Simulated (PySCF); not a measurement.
Compound: C₆H₁₁PSe.
InChI=1S/C6H11PSe/c1-4-6-7(3,8)5-2/h1H,5-6H2,2-3H3/t7-/m0/s1

A linear-response calculation (PySCF, def2-SVPD basis, gas phase, vertical, core orbitals frozen in the response) gave these numbers; the functional is withheld.

Orbital energies (eV): HOMO-3 -9.75, HOMO-2 -9.66, HOMO-1 -7.27, HOMO -7.24, LUMO 0.85, LUMO+1 0.95, LUMO+2 1.50.

```
state  E (eV)       f  main configurations (H = HOMO, L = LUMO)
   S1    5.01  0.0082                     H→L (70%), H→L+4 (9%)
   S2    5.04   0.024                 H-1→L (69%), H-1→L+4 (9%)
   S3    5.64   0.045     H→L+1 (48%), H→L+4 (13%), H→L+3 (10%)
   S4    5.74   0.067               H-1→L+1 (66%), H-1→L+4 (8%)
   S5    5.91   0.041        H→L+5 (30%), H→L+1 (22%), H→L (9%)
   S6    5.98   0.047  H-1→L+5 (26%), H-1→L (11%), H-1→L+3 (8%)
```

Triplets, Tamm–Dancoff:

```tsv
state	E (eV)	λ (nm)	main configurations (H = HOMO, L = LUMO)
T1	4.51	274.7	H→L (54%), H→L+4 (10%), H-1→L (10%)
T2	4.53	273.7	H-1→L (55%), H→L (9%), H-1→L+4 (9%)
T3	5.19	239.0	H-2→L (24%)
T4	5.44	227.9	H-1→L+1 (17%), H-3→L+2 (9%)
```

Vertical ionisation energy by ΔSCF with the same functional: 7.96 eV. Mean static polarisability: 126.7 au.

Question: Which of these was used?
A. PBE
B. CAM-B3LYP
C. HF
D. PBE0

Answer: B. CAM-B3LYP is range-separated, 19% exact exchange at short range and 65% at long range (ω = 0.33 bohr⁻¹). In this run −ε(HOMO) = 7.24 eV differs from the ΔSCF value by -0.72 eV, and S1 differs from the orbital gap of 8.09 eV by -3.08 eV. The ratio −ε(HOMO)/IP is 0.91. Small neutral molecules mostly give 0.85 to 0.93 with CAM-B3LYP, 0.5 to 0.7 with PBE, 0.7 to 0.83 with PBE0; Hartree–Fock can't fall below 1, since the ion's relaxation only lowers the ΔSCF value.

Computed, not measured: PySCF, TDDFT CAM-B3LYP/def2-SVPD, vertical, gas phase, core orbitals frozen in the response. One conformer (not necessarily the lowest) at the PBE0-D3(BJ)/def2-SVP geometry, without solvent, vibrations or thermal averaging. Relativistic effects, spin–orbit coupling among them, are left out although an element past zinc is present.

Shape of the structure used: `[CH:1]#[C:2][CH2:3][P@@:4]([CH3:5])(=[Se:6])[CH2:7][CH3:8]`: C2–C3–P4–C5 55°, C3–P4–C7–C8 178°.
